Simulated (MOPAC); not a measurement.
Input for MOPAC: PM6 on LiF+, 2S+1 = 2, a spin state set in the input, which need not be the lowest, a point of a bond scan (R = 2.238 Å). Charge +1.

```
PM6 1SCF PRECISE CHARGE=1 UHF MS=0.5 THREADS=1
FLi

Li     0.00000000 1     0.00000000 1     0.00000000 1
F      0.00000000 1     0.00000000 1     2.23786300 1
```

Output:

```
*******************************************************************************
 **                                                                           **
 **                              MOPAC v23.2.5                                **
 **                                                                           **
 *******************************************************************************
 ** MOPAC's Digital Object Identifier: https://doi.org/10.5281/zenodo.6511958 **
 **                                                                           **
 ** Please cite the open-source release paper for use of this MOPAC version:  **
 ** J. E. Moussa and J. J. P. Stewart (2026)                                  **
 ** MOPAC: An open-source semiempirical molecular orbital program             **
 ** J. Open Source Softw., 11(119), 8025, https://doi.org/10.21105/joss.08025 **
 *******************************************************************************

                              PM6 CALCULATION RESULTS

 *******************************************************************************
 *  PM6        - The PM6 Hamiltonian to be used
 *  UHF        - UNRESTRICTED HARTREE-FOCK CALCULATION
 *
 *
 *
 *                 CHARGE ON SYSTEM = +1
 *
 *
 *
 *  MS=        - IN MECI, MAGNETIC COMPONENT OF SPIN =  0.5
 *  PRECISE    - TIGHTER CRITERIA TO BE USED
 *  1SCF       - DO 1 SCF AND THEN STOP
 *  THREADS=1  - MULTI-THREADING NOT USED
 *  T=         - A TIME OF 172800.0 SECONDS REQUESTED
 *  DUMP=N     - RESTART FILE WRITTEN EVERY 7200.0 SECONDS REQUESTED
 *******************************************************************************
PM6 1SCF PRECISE CHARGE=1 UHF MS=0.5 THREADS=1
 FLi

   ATOM   CHEMICAL          X               Y               Z
  NUMBER   SYMBOL      (ANGSTROMS)     (ANGSTROMS)     (ANGSTROMS)

     1      Li          0.00000000  *   0.00000000  *   0.00000000  *
     2       F          0.00000000  *   0.00000000  *   2.23786300  *



          CARTESIAN COORDINATES

    NO.       ATOM           X           Y           Z

     1        Li          0.0000      0.0000      0.0000
     2         F          0.0000      0.0000      2.2379

 General Reference for PM6:
 "Optimization of Parameters for Semiempirical Methods V: Modification of NDDO Approximations
 and Application to 70 Elements", J. J. P. Stewart, J. Mol. Mod., 13, 1173-1213 (2007)
 URL: https://link.springer.com/article/10.1007/s00894-007-0233-4

           Empirical Formula: Li F  =     2 atoms



      MOLECULAR POINT GROUP   :   C*v


          UHF CALCULATION, NO. OF ALPHA ELECTRONS =    4
                           NO. OF BETA  ELECTRONS =    3

 -------------------------------------------------------------------------------
 PM6 1SCF PRECISE CHARGE=1 UHF MS=0.5 THREADS=1
 FLi



     1SCF WAS SPECIFIED, SO BFGS WAS NOT USED
     SCF FIELD WAS ACHIEVED


                              PM6 CALCULATION
                                                       MOPAC v23.2.5 Linux




          FINAL HEAT OF FORMATION =        163.77544 KCAL/MOL =     685.23644 KJ/MOL


          COSMO AREA              =         74.44 SQUARE ANGSTROMS
          COSMO VOLUME            =         55.76 CUBIC ANGSTROMS

          IONIZATION POTENTIAL    =         17.623769 EV
          ALPHA SOMO LUMO (EV)    =        -17.624 -4.556
          BETA  SOMO LUMO (EV)    =        -23.263 -9.202
          NO. OF ALPHA ELECTRONS  =          4
          NO. OF BETA  ELECTRONS  =          3
          MOLECULAR WEIGHT        =         25.9384         POINT GROUP:  C*v

          MOLECULAR DIMENSIONS (Angstroms)

            Atom       Atom       Distance
            F     2   Li     1     2.23786
            F     2   Li     1     0.00000
           Li     1    F     2     0.00000


          SCF CALCULATIONS        =          1





   ATOM   CHEMICAL          X               Y               Z
  NUMBER   SYMBOL      (ANGSTROMS)     (ANGSTROMS)     (ANGSTROMS)

     1      Li          0.00000000  *   0.00000000  *   0.00000000  *
     2       F          0.00000000  *   0.00000000  *   2.23786300  *

                             CARTESIAN COORDINATES

   1   Li        0.000000000     0.000000000     0.000000000
   2    F        0.000000000     0.000000000     2.237863000


           Empirical Formula: Li F  =     2 atoms



      MOLECULAR POINT GROUP   :   C*v


          ALPHA EIGENVALUES
 -48.94590 -21.49242 -21.38622 -17.62377  -4.55579  -2.53633  -2.53384  -2.53279


           BETA EIGENVALUES
 -46.34917 -23.36555 -23.26333  -9.20232  -4.55533  -2.53334  -2.53088  -2.53003


              NET ATOMIC CHARGES AND DIPOLE CONTRIBUTIONS

  ATOM NO.   TYPE          CHARGE      No. of ELECS.   s-Pop       p-Pop
    1         Li           0.985039        0.0150     0.01463     0.00033
    2          F           0.014961        6.9850     1.99776     4.98728
 DIPOLE           X         Y         Z       TOTAL
 POINT-CHG.     0.000     0.000    -7.712     7.712
 HYBRID        -0.000    -0.000    -0.010     0.010
 SUM           -0.000    -0.000    -7.722     7.722


          ATOMIC ORBITAL ELECTRON POPULATIONS

     Atom    s        px        py        pz
    1 Li   0.01463   0.00000   0.00000   0.00033
    2  F   1.99776   2.00000   1.00000   1.98729


                    (SZ)    =    0.500000
                    (S**2)  =    0.750160


          ATOMIC ORBITAL SPIN POPULATIONS

    Atom   Total    s     px     py     pz
         Atomic
    1 Li  0.0018  0.002  0.000  0.000  0.000
    2  F  0.9982  0.000 -0.000  1.000 -0.002

 **********************
 *                    *
 * JOB ENDED NORMALLY *
 *                    *
 **********************




 == MOPAC DONE ==
```

The run finished.

Cost: around 0.020 core-seconds (rough).
